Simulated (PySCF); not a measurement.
Job file and geometry (Å, from GFN2-xTB) of an NMR shielding run on SMILES NB(N)C/C=C\Cl, C3H8BClN2, GIAO PBE0/pcSseg-1 NMR shielding, non-relativistic, gas phase (PySCF); density fitting, a coarse starting grid and PySCF grid level 2 are the driver's defaults:

```
$ OMP_NUM_THREADS=1 python probes_run.py task.json out

{"job": {"kind": "nmr", "xc": "PBE0", "basis": "pcSseg-1"}, "charge": 0, "multiplicity": 1}
N     -0.985510     0.994235     1.045091
B     -1.018016     0.250811    -0.139051
N     -2.217563    -0.300696    -0.611111
C      0.356804     0.026670    -0.953416
C      1.281114    -0.841055    -0.177908
C      2.254070    -0.437895     0.623213
Cl     2.642098     1.231189     0.868448
H     -1.788725     1.174113     1.620458
H     -0.137883     1.387643     1.411158
H     -3.099136    -0.187307    -0.142911
H     -2.287009    -0.837550    -1.455569
H      0.830849     0.991972    -1.131639
H      0.159696    -0.438535    -1.919188
H      1.113797    -1.907519    -0.247970
H      2.891001    -1.098086     1.188482
```

Q: What does the program print?

A: 
```
coarse grid: 13056 points
cycle   1  E = -713.1502007491  dE =  8.619e-01  |g| = 5.767e-01  |ddm| = 3.423e+00
cycle   2  E = -713.1166626433  dE =  3.354e-02  |g| = 7.034e-01  |ddm| = 9.636e-01
cycle   3  E = -713.2272376797  dE = -1.106e-01  |g| = 9.316e-02  |ddm| = 5.725e-01
cycle   4  E = -713.2290583328  dE = -1.821e-03  |g| = 4.371e-02  |ddm| = 1.107e-01
cycle   5  E = -713.2295020227  dE = -4.437e-04  |g| = 9.894e-03  |ddm| = 3.712e-02
cycle   6  E = -713.2295228854  dE = -2.086e-05  |g| = 2.145e-03  |ddm| = 9.123e-03
cycle   7  E = -713.2295238449  dE = -9.596e-07  |g| = 6.770e-04  |ddm| = 2.440e-03
final grid: 121544 points
cycle   8  E = -713.2617275076  dE = -3.641e-05  |g| = 9.380e-03  |ddm| = 2.434e-02
cycle   9  E = -713.2617202381  dE =  7.270e-06  |g| = 1.095e-02  |ddm| = 1.492e-02
cycle  10  E = -713.2617468750  dE = -2.664e-05  |g| = 8.971e-04  |ddm| = 8.378e-03
cycle  11  E = -713.2617470195  dE = -1.445e-07  |g| = 3.138e-04  |ddm| = 1.107e-03
cycle  12  E = -713.2617470422  dE = -2.269e-08  |g| = 1.024e-04  |ddm| = 3.084e-04
cycle  13  E = -713.2617470445  dE = -2.302e-09  |g| = 2.851e-05  |ddm| = 9.971e-05
cycle  14  E = -713.2617470447  dE = -1.942e-10  |g| = 5.927e-06  |ddm| = 2.618e-05
converged SCF energy = -713.2617470447

GIAO shielding tensors (ppm)
atom      isotropic    diamagn.    paramagn.     s11        s22        s33       span
  0 N      203.053     317.470    -114.417    152.521    207.684    248.953     96.433
  1 B       74.120     192.879    -118.758     48.838     64.820    108.702     59.863
  2 N      201.588     315.589    -114.002    155.865    198.958    249.940     94.075
  3 C      164.492     249.686     -85.194    143.622    170.298    179.556     35.934
  4 C       44.581     256.072    -211.490    -76.314     55.129    154.928    231.242
  5 C       62.021     253.053    -191.032    -31.383     99.456    117.991    149.374
  6 Cl     787.385    1147.893    -360.507    568.515    830.015    963.626    395.111
  7 H       29.767      31.048      -1.281     23.445     26.755     39.102     15.658
  8 H       28.789      32.356      -3.567     20.775     28.146     37.446     16.672
  9 H       29.696      30.270      -0.574     23.522     26.584     38.983     15.462
 10 H       29.474      31.170      -1.696     23.397     27.186     37.839     14.442
 11 H       29.138      30.971      -1.833     25.201     30.006     32.207      7.006
 12 H       30.552      31.474      -0.921     26.575     28.867     36.214      9.639
 13 H       25.438      31.524      -6.086     23.033     25.252     28.029      4.996
 14 H       25.768      29.385      -3.617     20.961     27.410     28.934      7.973
```

Size and cost of the density-fitted run: 166 basis functions, 38 s wall time on 1 thread of an Arm Neoverse N1, shared host; peak memory 0.74 GiB.
